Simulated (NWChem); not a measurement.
MgNH3Se; SMILES [SeH][Mg][NH2]

```xyz
6

Mg     0.0165     1.1967    -0.0023
N      0.0134     3.0827     0.0019
H     -0.0012     3.6855     0.8196
H      0.0228     3.6895    -0.8129
Se     0.0332    -1.2371     0.0006
H     -1.4409    -1.2506    -0.0130
```
Atoms are numbered in this order, from 1.

All runs: NWChem. Pople sets run with spherical d functions. Coordinates come from a PBE0/def2-SVP optimisation. Ions are spin-unrestricted doublets at the neutral geometry; other ion states weren't tried. Functional: LC-ωPBE (HJS hole) with 6-31G*; rows give the range parameter ω in 1/bohr.

```
range parameter (1/bohr)  vertical ionisation energy, ΔSCF (eV)  −ε(HOMO) (eV)  ΔSCF minus −ε(HOMO) (eV)
------------------------  -------------------------------------  -------------  ------------------------
0.20                                                       8.85           7.55                      1.30
0.25                                                       8.87           8.04                      0.83
0.30                                                       8.88           8.47                      0.41
0.60                                                       8.81           9.71                     -0.90
0.80                                                       8.71           9.91                     -1.20
```
